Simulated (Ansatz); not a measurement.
`O[Si@@H]1N[C@H](F)O1` + H₂ → `FC1N[SiH2]O1` + H₂O at 600 K and 1 bar (hydrogenolysis of the Si–O bond).

Computed with Ansatz on PBE0-D4/def2-TZVP structures; ΔE is electronic, products minus reactants. CCSD(T)/CBS is the MP2 limit (def2-TZVPP, def2-QZVPP) plus CCSD(T) − MP2 in def2-TZVPP, frozen cores. This one scheme is used for every species. One conformer a species, not always the lowest.

| species | CCSD(T)/CBS energy (Eh) | H − E (kJ/mol) | S (J/(mol·K)) |
| --- | --- | --- | --- |
| `O[Si@@H]1N[C@H](F)O1` | -634.48524 | 229.4 | 422.3 |
| H₂ | -1.17544 | 43.9 | 150.8 |
| `FC1N[SiH2]O1` | -559.23757 | 202.4 | 381.6 |
| H₂O | -76.37941 | 76.8 | 212.8 |

H − E and S are ideal-gas, rigid-rotor, harmonic terms from PBE0-D4/def2-TZVP, for one conformer and one mirror image of each species. The MP2-based limit puts H₂ 0.8 mEh under its directly extrapolated value; such offsets cancel only in part. 1 Eh = 2625.50 kJ/mol, R = 8.31446 J/(mol·K).

**Question.** By hand: ΔE, ΔH, ΔS and ΔG.

**Answer.** ΔE = (-559.23757) + (-76.37941) − (-634.48524) − (-1.17544) = 0.04370 Eh = 114.7 kJ/mol. Δ(H − E) = 202.4 + 76.8 − 229.4 − 43.9 = 5.9, so ΔH = 120.6 kJ/mol. ΔS = 381.6 + 212.8 − 422.3 − 150.8 = 21.3 J/(mol·K). ΔG = 120.6 − 600 × (21.3)/1000 = 107.8 kJ/mol.

**Question.** By hand: the equilibrium constant, and the temperature at which ΔG would vanish if ΔH and ΔS stayed fixed.

**Answer.** log₁₀ K = −ΔG/(RT ln 10) = -9.4. ΔG = 0 at ΔH/ΔS = 5662 K, far beyond where these terms or the molecules hold.

ΔH outweighs TΔS. A doubt of 5 kJ/mol in ΔE shifts log₁₀ K by 0.4 here. Other conformers and mirror images would add mixing entropy, several J/(mol·K) or more a flexible species. These are equilibria of isolated gas molecules and say nothing of rates. Largest T1 diagnostic: 0.012 (customary marks: 0.02 for closed shells, 0.045 for open ones).
